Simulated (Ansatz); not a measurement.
Cl₂H₄OSi₂, SMILES `O[Si]([SiH3])(Cl)Cl`. Total charge 0; spin multiplicity 1. The geometry is a stationary point of PBE0-D4/def2-TZVP. It is one conformer, not always the lowest.

```xyz
9

O    -0.418    1.680    0.877
Si   -0.524    0.075    0.629
Si    0.873   -0.515   -1.138
Cl    0.001   -0.939    2.339
Cl   -2.470   -0.449    0.224
H    -0.941    2.080    1.575
H     0.762   -1.981   -1.343
H     2.273   -0.154   -0.799
H     0.443    0.203   -2.365
```

Question: What is the dipole moment at r2SCAN/def2-TZVPP? (Best estimate.)

Answer: The calculation gave: 0.94 D, with components (0.21, 0.92, -0.04) D in this frame, pointing from negative to positive charge.

Question: And with PBE, B3LYP, ωB97M-V? (Best estimate.)

Answer: Ansatz gave: PBE 0.91 D, B3LYP 0.90 D, ωB97M-V 0.91 D.

Question: Give the Mulliken charges with r2SCAN, PBE, B3LYP in def2-TZVPP. (Estimate.)

Answer: Ansatz gave: 
```tsv
atom	r2SCAN	PBE	B3LYP
O1	-0.40	-0.33	-0.37
Si2	0.64	0.54	0.63
Si3	0.16	0.09	0.15
Cl4	-0.24	-0.20	-0.23
Cl5	-0.24	-0.20	-0.23
H6	0.20	0.19	0.19
H7	-0.05	-0.03	-0.04
H8	-0.05	-0.03	-0.04
H9	-0.05	-0.03	-0.04
```

B3LYP here is the variant with VWN-RPA as its local correlation; programs differ in this.
